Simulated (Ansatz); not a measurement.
Reaction (substitution at a C–C bond): `C#CCCCCC` + `[OH][In]([OH])[Br]` → `C[O][In]([OH])[Br]` + `C#CCCCC`

Gas-phase electronic energies from Ansatz, PBE0-D4/def2-TZVP geometries. CCSD(T)/CBS adds triple-zeta CCSD(T) − MP2 to the extrapolated MP2 energy (def2 sets, frozen cores). DFT in def2-TZVPP. def2 core potentials past Kr. For Br, In outer-core shells are correlated without core-valence functions, which leaves a few kJ/mol of doubt a bond. Scalar relativity is left out up to krypton. One conformer a species, not always the lowest.

```tsv
species	PBE0 energy (Eh)
`C#CCCCCC`	-273.66214
`[OH][In]([OH])[Br]`	-2915.64448
`C[O][In]([OH])[Br]`	-2954.90020
`C#CCCCC`	-234.38436
```

(1) Work out ΔE.

Largest T1 diagnostic among the species: 0.015.

Results:

(1) ΔE = (-2954.90020) + (-234.38436) − (-273.66214) − (-2915.64448) = 0.02206 Eh = +13.8 kcal/mol. CCSD(T)/CBS gives +14.7 kcal/mol.

From PBE to PBE0 (25 % exact exchange), in def2-TZVPP and without D4, ΔE moves by +0.8 kcal/mol. In def2-TZVPP, CCSD(T) changes the Hartree–Fock value by +2.7 kcal/mol (the triples alone add +0.1 kcal/mol) and MP2 by +4.2 kcal/mol.
